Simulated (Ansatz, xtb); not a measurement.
**Isomers of CHGeO2− in order of energy**

6 gas-phase structures of CHGeO2−, found in a search over its isomers (lower ones may exist). Each was relaxed with GFN2-xTB:

A. `[O-][C@@H]1[O][Ge]1`, a singlet
B. `[CH-]1[O][Ge][O]1`, a singlet
C. the triplet with the links of `O=[C]([O-])[GeH]`
D. the triplet with the links of `[CH-]1[O][Ge][O]1`
E. a singlet given by its coordinates
F. a singlet given by its coordinates

F (Å):

| atom | x (Å) | y (Å) | z (Å) |
| --- | --- | --- | --- |
| C | -1.3413 | -0.3695 | -1.2426 |
| Ge | -0.0157 | -1.4453 | -0.3447 |
| O | -2.4256 | -0.1680 | -1.7717 |
| O | -0.3699 | 0.4601 | -0.9948 |
| H | 0.6480 | -2.0347 | -1.8504 |

Close contacts (Å): C1–Ge2 1.93, C1–O3 1.22, C1–O4 1.30, Ge2–O4 2.04, Ge2–H5 1.75.

E (Å):

| atom | x (Å) | y (Å) | z (Å) |
| --- | --- | --- | --- |
| C | -0.5128 | -1.4085 | -0.9422 |
| Ge | -0.4375 | 0.7238 | -1.3492 |
| O | -1.8341 | 1.1294 | -2.0908 |
| O | -0.4108 | -2.0002 | 0.1319 |
| H | -0.2138 | -2.0575 | -1.8601 |

Close contacts (Å): C1–Ge2 2.17, C1–O4 1.23, Ge2–O3 1.63, C1–H5 1.16.

Make a reasoned guess at their ranking by r2SCAN-D4/def2-SVPD//GFN2-xTB single-point energy.

Calculated order at r2SCAN-D4/def2-SVPD//GFN2-xTB: F (0.0), C (73.3), E (95.3), A (131.8), B (143.2), D (156.7) kJ/mol.

Energies above the lowest of each column, in kJ/mol; the last columns are at r2SCAN-D4/def2-SVPD geometries and were run for some of them only (a dash: not run or not comparable):

| structure | GFN2-xTB | HF/STO-3G | r2SCAN-D4/def2-SVPD//GFN2-xTB | r2SCAN-D4/def2-SVPD | CCSD(T)/def2-SVPD + ΔMP2/def2-TZVPPD |
| --- | --- | --- | --- | --- | --- |
| F | 0.0 | 0.0 | 0.0 | 0.0 | 0.0 |
| C | – | 145.1 | 73.3 | 67.9 | 99.6 |
| E | 57.8 | 95.6 | 95.3 | – | – |
| A | 111.6 | 209.5 | 131.8 | – | – |
| B | 96.8 | 59.2 | 143.2 | – | – |
| D | – | 31.4 | 156.7 | – | – |

Every level run on F puts it lowest or level with the lowest. Some further structures that were screened fall inside this span and aren't listed. Flexible structures stand in one conformer each, not always the lowest. Frequencies (r2SCAN-D4/def2-SVPD) were run for C, F alone. The ΔMP2 step shifts differences by up to 12.8 kJ/mol, which makes them less sure. GFN2-xTB has no spin polarisation and isn't compared across spin states. Open shells are spin-unrestricted. Large T1 diagnostics make some coupled-cluster values less sure. ΔMP2 is the change of the MP2 energy from the smaller to the larger basis.

Over these structures GFN2-xTB departs from r2SCAN-D4/def2-SVPD//GFN2-xTB by 15.9 kJ/mol on average once a common shift is removed. A GFN2-xTB relaxation took about 0.042 s and the r2SCAN-D4/def2-SVPD//GFN2-xTB energy about 0.66 s on a shared host (Ansatz 0.2.0, xtb 6.7.1).
